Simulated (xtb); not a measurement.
C5H7FO2, singlet, geometry from GFN2-xTB; GFN0-xTB (xtb).

xtb was given this input:
```
$ xtb mol.xyz --gfn 0 --json

# file mol.xyz
15

C      2.81484351     0.10214238     0.20729221
C      1.57603227     0.33824942    -0.19638991
F      1.31769639     1.20613037    -1.19065490
C      0.37459893    -0.31786650     0.39606849
O      0.43945284    -1.11979645     1.29496247
O     -0.74744258     0.08674685    -0.18163158
C     -1.96191225    -0.48166286     0.31183832
C     -3.11708435     0.10709106    -0.47434626
H      2.97996800    -0.59826716     1.00475553
H      3.66018044     0.59226715    -0.24122343
H     -1.91089698    -1.57044941     0.19851780
H     -2.04567103    -0.25597186     1.38092592
H     -3.13956817     1.18668293    -0.35415745
H     -3.00546371    -0.12126394    -1.53069104
H     -4.05276683    -0.31149520    -0.11565748
```

Q: What does xtb print? Leave out banner, timings and long lists.

A: 
```
   ID    Z sym.   atoms
    1    6 C      1, 2, 4, 7, 8
    2    9 F      3
    3    8 O      5, 6
    4    1 H      9-15

           -------------------------------------------------
          |                Calculation Setup                |
           -------------------------------------------------

           -------------------------------------------------
          |                 G F N 0 - x T B                 |
           -------------------------------------------------

          ...................................................
          :                      SETUP                      :
          :.................................................:
          :  # basis functions                  46          :
          :  # atomic orbitals                  46          :
          :  # shells                           30          :
          :  # electrons                        46          :
          :  electronic temp.          300.0000000     K    :
          :  accuracy                    1.0000000          :
          :  -> integral cutoff          0.2500000E+02      :
          :  -> integral neglect         0.1000000E-07      :
          ...................................................

         :::::::::::::::::::::::::::::::::::::::::::::::::::::
         ::                     SUMMARY                     ::
         :::::::::::::::::::::::::::::::::::::::::::::::::::::
         :: total energy             -24.841035675593 Eh    ::
         :: gradient norm              0.041286517334 Eh/a0 ::
         :: HOMO-LUMO gap              3.327744779722 eV    ::
         ::.................................................::
         :: H0 energy                -24.973764717941 Eh    ::
         :: repulsion energy           0.282493952776 Eh    ::
         :: electrostat energy        -0.095447556666 Eh    ::
         :: -> Gsolv                   0.000000000000 Eh    ::
         ::    -> Gsasa                0.000000000000 Eh    ::
         ::    -> Gshift               0.000000000000 Eh    ::
         :: dispersion energy         -0.004263586237 Eh    ::
         :: short-range corr.         -0.050053767525 Eh    ::
         :: add. restraining           0.000000000000 Eh    ::
         :: total charge               0.000000000000 e     ::
         :::::::::::::::::::::::::::::::::::::::::::::::::::::

           -------------------------------------------------
          |                Property Printout                |
           -------------------------------------------------

    * Orbital Energies and Occupations

         #    Occupation            Energy/Eh            Energy/eV
      -------------------------------------------------------------
         1        2.0000           -0.8171338             -22.2353
       ...           ...                  ...                  ...
        11        2.0000           -0.5325387             -14.4911
        12        2.0000           -0.5230433             -14.2327
        13        2.0000           -0.5189643             -14.1217
        14        2.0000           -0.5119308             -13.9303
        15        2.0000           -0.4974938             -13.5375
        16        2.0000           -0.4936146             -13.4319
        17        2.0000           -0.4777992             -13.0016
        18        2.0000           -0.4681444             -12.7389
        19        2.0000           -0.4526789             -12.3180
        20        2.0000           -0.4367278             -11.8840
        21        2.0000           -0.4197814             -11.4228
        22        2.0000           -0.4170355             -11.3481
        23        2.0000           -0.4066967             -11.0668 (HOMO)
        24                         -0.2844043              -7.7390 (LUMO)
        25                         -0.1748280              -4.7573
        26                         -0.1563229              -4.2538
        27                         -0.1288725              -3.5068
        28                         -0.1190151              -3.2386
        29                         -0.1052017              -2.8627
        30                         -0.0946674              -2.5760
        31                         -0.0908066              -2.4710
        32                         -0.0770460              -2.0965
        33                         -0.0693915              -1.8882
        34                         -0.0086311              -0.2349
       ...                                ...                  ...
        46                          0.5495972              14.9553
      -------------------------------------------------------------
                  HL-Gap            0.1222924 Eh            3.3277 eV
             Fermi-level            0.0000000 Eh            0.0000 eV

     #   Z          covCN         q      C6AA      α(0)
     1   6 C        2.841    -0.420    42.683    10.673
     2   6 C        2.745     0.231    24.474     8.074
     3   9 F        0.787    -0.222    11.512     3.908
     4   6 C        2.727     0.553    19.038     7.120
     5   8 O        0.857    -0.582    25.595     6.788
     6   8 O        1.705    -0.401    20.681     6.153
     7   6 C        3.705     0.156    20.380     6.529
     8   6 C        3.751    -0.428    33.591     8.364
     9   1 H        0.926     0.221     0.999     1.563
    10   1 H        0.926     0.207     1.062     1.611
    11   1 H        0.924     0.092     1.859     2.132
    12   1 H        0.924     0.092     1.859     2.132
    13   1 H        0.925     0.178     1.217     1.725
    14   1 H        0.925     0.178     1.217     1.725
    15   1 H        0.925     0.144     1.433     1.872

 Mol. C6AA /au·bohr⁶  :       2218.343906
 Mol. C8AA /au·bohr⁸  :      50750.676664
 Mol. α(0) /au        :         70.369922

Wiberg/Mayer (AO) data.
largest (>0.10) Wiberg bond orders for each atom

 ---------------------------------------------------------------------------
     #   Z sym  total        # sym  WBO       # sym  WBO       # sym  WBO
 ---------------------------------------------------------------------------
     1   6 C    3.989 --     2 C    1.847    10 H    0.976     9 H    0.975
     2   6 C    3.854 --     1 C    1.847     4 C    0.980     3 F    0.953
     3   9 F    1.093 --     2 C    0.953
     4   6 C    3.890 --     5 O    1.617     6 O    1.227     2 C    0.980
     5   8 O    1.943 --     4 C    1.617     6 O    0.200
     6   8 O    2.476 --     4 C    1.227     7 C    0.959     5 O    0.200
     7   6 C    3.955 --     8 C    1.028    11 H    0.973    12 H    0.973
                             6 O    0.959
     8   6 C    3.979 --     7 C    1.028    14 H    0.980    13 H    0.980
                            15 H    0.980
     9   1 H    0.991 --     1 C    0.975
    10   1 H    0.988 --     1 C    0.976
    11   1 H    0.996 --     7 C    0.973
    12   1 H    0.996 --     7 C    0.973
    13   1 H    0.986 --     8 C    0.980
    14   1 H    0.986 --     8 C    0.980
    15   1 H    0.981 --     8 C    0.980
 ---------------------------------------------------------------------------

Topologies differ in total number of bonds
Writing topology from bond orders to xtbtopo.mol

 dipole moment from electron density (au)
     X       Y       Z
  -0.6082   0.3139  -0.4183  total (Debye):    2.039

           -------------------------------------------------
          | TOTAL ENERGY              -24.841035675593 Eh   |
          | GRADIENT NORM               0.041286517334 Eh/α |
          | HOMO-LUMO GAP               3.327744779722 eV   |
           -------------------------------------------------

normal termination of xtb
```
